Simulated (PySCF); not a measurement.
Geometry (Å), atoms numbered from 1 in this order:
```xyz
35

Si    0.868    0.005    0.464
C     1.096    0.059    2.350
H     0.122    0.059    2.864
H     1.640    0.966    2.657
H     1.666   -0.815    2.705
C     2.578   -0.046   -0.362
H     3.175    0.838   -0.086
H     2.486   -0.063   -1.460
H     3.139   -0.943   -0.056
Si   -0.297    1.932   -0.209
C    -0.920    1.751   -1.985
C    -1.775    2.209    0.938
C     0.848    3.434   -0.109
H    -1.417    2.675   -2.323
H    -1.646    0.927   -2.067
H    -0.091    1.540   -2.680
H    -2.459    1.346    0.927
H    -1.444    2.362    1.977
H    -2.346    3.100    0.631
H     1.233    3.572    0.914
H     1.713    3.318   -0.781
H     0.316    4.356   -0.397
Si   -0.323   -1.932   -0.129
C    -2.138   -1.780    0.381
C    -0.223   -2.194   -1.999
C     0.435   -3.432    0.738
H    -2.690   -2.703    0.142
H    -2.631   -0.947   -0.145
H    -2.234   -1.598    1.463
H    -0.652   -1.341   -2.548
H     0.822   -2.313   -2.324
H    -0.774   -3.101   -2.296
H     1.493   -3.556    0.461
H     0.383   -3.327    1.833
H    -0.098   -4.356    0.461
```

Method: coordinates at the PBE0-D3(BJ)/def2-SVP level, shieldings: GIAO PBE0/pcSseg-1, in PySCF (non-relativistic Hamiltonian, single conformer, no solvent, one averaged value for each set of equivalent atoms).

δ = σ(ref) − σ, references computed at the same level: ¹³C, ¹H, ²⁹Si vs TMS.

```json
{"atoms": "Si1", "nucleus": "²⁹Si", "count": "1", "δ (ppm)": "-52.1"}
{"atoms": "H3/H4/H5/H7/H8/H9", "nucleus": "¹H", "count": "6", "δ (ppm)": "0.08"}
{"atoms": "H14/H15/H16/H17/H18/H19/H20/H21/H22/H27/H28/H29/H30/H31/H32/H33/H34/H35", "nucleus": "¹H", "count": "18", "δ (ppm)": "0.09"}
{"atoms": "C11/C12/C13/C24/C25/C26", "nucleus": "¹³C", "count": "6", "δ (ppm)": "?"}
{"atoms": "Si10/Si23", "nucleus": "²⁹Si", "count": "2", "δ (ppm)": "-17.2"}
{"atoms": "C2/C6", "nucleus": "¹³C", "count": "2", "δ (ppm)": "?"}
```

Estimate the values marked ?.

## Answers


- C11/C12/C13/C24/C25/C26: -1.2 ppm, carbon bonded to Si, 3 H
- C2/C6: -6.9 ppm, carbon bonded to Si, 3 H

Shifts are as computed. Against solution values, carbons near 30 ppm lie about +2 ppm off and those near 130 ppm about +5 ppm. Of 1313 compounds with measured shifts, 239 miss one by over three times the rms of a fit or turn the order of signals round; such compounds aren't used in these exercises.
